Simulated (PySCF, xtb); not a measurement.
Si(NH2)(SH) (H3NSSi), SMILES N[Si]S (connectivity only; charge and spin as stated), neutral, multiplicity 1. Other conformers were not sampled.

Harmonic wavenumbers (cm⁻¹) from GFN2-xTB (xtb 6.7.1) at its own minimum, in rising order: 181, 212, 342, 397, 429, 695, 759, 923, 1495, 2471, 3422, 3518.

Q: What does r2SCAN-D4/def2-TZVP (PySCF 2.14.0) give at its own minimum? (An estimate is asked for; the answer gives what the named calculation found.)

A: 239, 290, 469, 487, 511, 713, 810, 866, 1582, 2701, 3536, 3644. Paired by order, the mean absolute difference is 93 cm⁻¹ and the zero-point energies are 21.2 and 22.7 kcal/mol.
